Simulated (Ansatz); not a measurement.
## Redistribution: C3H5F3O + C2H3F3 → C3H6F2O + C2H2F4

Species: C3H5F3O `CC(F)OC(F)F`, singlet; C2H3F3 (1,1,2-trifluoroethane) `FCC(F)F`, singlet; C3H6F2O `CC(F)OCF`, singlet; C2H2F4 `FCC(F)(F)F`, singlet. The partners trade F for H; both sit on C, so the bond types are kept.

Shapes, held fixed at every level: PBE0-D4/def2-TZVP. Flexible molecules stand in one conformer, not always the lowest. Programs: Ansatz 0.2.0. Electronic energies: no zero-point or thermal term.

| level | kind | ΔE (kJ/mol) | less CCSD(T)/CBS estimate |
| --- | --- | --- | --- |
| HF/def2-TZVPP | Hartree–Fock | -3.9 | +1.4 |
| wB97M-V/def2-TZVPP | range-separated hybrid | -5.2 | +0.1 |
| wB97X-V/def2-TZVPP | range-separated hybrid | -4.9 | +0.4 |
| B2PLYP/def2-TZVPP | double hybrid | -4.3 | +1.0 |
| MP2/def2-TZVPP | perturbation theory | -5.4 | -0.1 |
| CCSD/def2-TZVPP | coupled cluster or CI | -4.9 | +0.4 |
| CCSD(T)/CBS estimate | coupled cluster or CI | -5.3 | 0.0 |

The highest level, CCSD(T)/CBS estimate, gives ΔE = -5.3 kJ/mol; the levels span -5.4 to -3.9. The column of differences is taken from that level and isn't an error. No measured value is set beside it here. The CBS estimate extrapolates MP2 from def2-TZVPP and def2-QZVPP and adds CCSD(T) − MP2 in the triple-zeta set, cores frozen.
